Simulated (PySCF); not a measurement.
Species: C6H9BO2.
Structure used (PBE0-D3(BJ)/def2-SVP), in Å, numbered top down from 1:
```
atom  x, y, z in Å
C1     3.8066    0.5899    0.6087
C2     2.6910    0.2350    0.2819
B3     1.2799   -0.2150   -0.1414
O4     0.9568   -1.5315   -0.0341
C5    -0.3329   -1.9700   -0.4030
C6    -1.3601   -0.8648   -0.2580
C7    -0.9026    0.3779   -1.0055
C8    -1.7940    1.5804   -0.7906
O9     0.4152    0.7260   -0.6042
H10    4.7935    0.9046    0.8972
H11   -0.5866   -2.8336    0.2309
H12   -0.3019   -2.3304   -1.4472
H13   -1.4906   -0.6142    0.8095
H14   -2.3371   -1.2017   -0.6383
H15   -0.8687    0.1465   -2.0877
H16   -1.8443    1.8327    0.2796
H17   -1.3915    2.4506   -1.3283
H18   -2.8125    1.3821   -1.1559
```

Computed with PBE0-D3(BJ)/def2-SVP geometry optimisation, gas phase (PySCF 2.14.0).

Masses are those of the commonest isotopes; rigid-rotor values at the optimised geometry. The values belong to one conformer with, in the numbering `[CH:1]#[C:2][B:3]1[O:4][CH2:5][CH2:6][C@@H:7]([CH3:8])[O:9]1`, C2–B3–O4–C5 179°, B3–O4–C5–C6 -27°, O4–C5–C6–C7 53°, C5–C6–C7–C8 -174°.

(1) Give the principal moments of inertia and the rotational constants in cm⁻¹.

(2) Classify the top.

(3) What does the inertial defect say?

(4) Give the other two planar moments, Paa and Pbb, and the rms extents of the mass along the axes.

(5) Where do the levels up to J = 3 lie, in K?

(6) Which lines would a microwave search look for?

(7) Estimate the classical rotational partition function at 10 K, 200 K and 298.15 K.

Answers

(1) Ia = 177.69, Ib = 424.04, Ic = 576.99 u·Å²; 505379 MHz·u·Å²/I gives 2844, 1192 and 875.9 MHz, that is A = 0.09487, B = 0.03976, C = 0.02922 cm⁻¹.

(2) An asymmetric top. Ray's parameter κ = (2B − A − C)/(A − C) = -0.679; −1 is the prolate and +1 the oblate limit.

(3) Not planar: Δ = Ic − Ia − Ib = -24.74 u·Å². For a rigid frame Δ = −2 Σ m c², so Σ m c² = 12.37 u·Å² lies off the ab plane: 7.58 from hydrogen and 4.79 from heavier atoms. The atom farthest from that plane is 1.46 Å away.

(4) Paa = Σ m a² = (Ib + Ic − Ia)/2 = 411.67 and Pbb = Σ m b² = (Ia + Ic − Ib)/2 = 165.32 u·Å². With the mass M = 124.07 u, the rms extents √(P/M) along a, b and c are 1.82, 1.15, 0.32 Å.

(5) Above 0(0,0), as E/k:
J = 1: 1(0,1) 0.099, 1(1,1) 0.179, 1(1,0) 0.194
J = 2: 2(0,2) 0.296, 2(1,2) 0.362, 2(1,1) 0.407, 2(2,1) 0.645, 2(2,0) 0.647
J = 3: 3(0,3) 0.586, 3(1,3) 0.636, 3(1,2) 0.726, 3(2,2) 0.943, 3(2,1) 0.953, 3(3,1) 1.378, 3(3,0) 1.379
Those of J = 1 are B + C, A + C and A + B.

(6) The dipole components are |μa| = 2.76 D, |μb| = 0.56 D, |μc| = 0.09 D. The squared components, which scale the intensities, stand as 1.00 : 0.04 : 0.00 (a : b : c). Some lines, for components of 0.1 D or more:

| type | branch | J(Ka,Kc) | MHz | lower level (cm⁻¹) |
| --- | --- | --- | --- | --- |
| a | Q | 1(1,0) ← 1(1,1) | 316 | 0.124 |
| a | Q | 2(1,1) ← 2(1,2) | 948 | 0.251 |
| b | Q | 1(1,0) ← 1(0,1) | 1968 | 0.069 |
| a | R | 1(0,1) ← 0(0,0) | 2068 | 0.000 |
| b | Q | 2(1,1) ← 2(0,2) | 2325 | 0.206 |
| b | R | 2(0,2) ← 1(1,1) | 2442 | 0.124 |
| b | Q | 3(1,2) ← 3(0,3) | 2932 | 0.407 |
| b | R | 1(1,1) ← 0(0,0) | 3720 | 0.000 |
| a | R | 2(1,2) ← 1(1,1) | 3820 | 0.124 |
| a | R | 2(0,2) ← 1(0,1) | 4094 | 0.069 |
| a | R | 2(1,1) ← 1(1,0) | 4451 | 0.135 |
| b | Q | 3(2,1) ← 3(1,2) | 4712 | 0.505 |
| b | R | 2(1,2) ← 1(0,1) | 5472 | 0.069 |
| a | R | 3(1,3) ← 2(1,2) | 5705 | 0.251 |
| b | Q | 2(2,1) ← 2(1,2) | 5905 | 0.251 |
| a | R | 3(2,2) ← 2(2,1) | 6203 | 0.448 |
| a | R | 3(2,1) ← 2(2,0) | 6363 | 0.450 |
| b | Q | 3(2,2) ← 3(1,3) | 6403 | 0.442 |
| a | R | 3(1,2) ← 2(1,1) | 6649 | 0.283 |
| b | R | 3(1,3) ← 2(0,2) | 7083 | 0.206 |
| b | Q | 3(3,1) ← 3(2,2) | 9075 | 0.655 |
| b | R | 2(2,1) ← 1(1,0) | 9408 | 0.135 |
| b | R | 2(2,0) ← 1(1,1) | 9765 | 0.124 |
| b | R | 3(2,1) ← 2(1,2) | 12309 | 0.251 |
| b | R | 3(3,1) ← 2(2,0) | 15238 | 0.450 |
| b | R | 3(3,0) ← 2(2,1) | 15282 | 0.448 |

(7) Point group C1, symmetry number σ = 1; q = (√π/σ)·√((kT/h)³/(ABC)), k/h = 20836.6 MHz/K: 3090 at 10 K, 277000 at 200 K, 504000 at 298.15 K.

PBE0-D3(BJ)/def2-SVP frequencies: not computed here. Zero-point vibration and centrifugal distortion are left out. A rigid rotor knows nothing of internal rotation, which can split or shift real lines. Quadrupole hyperfine structure (11B) is left out.
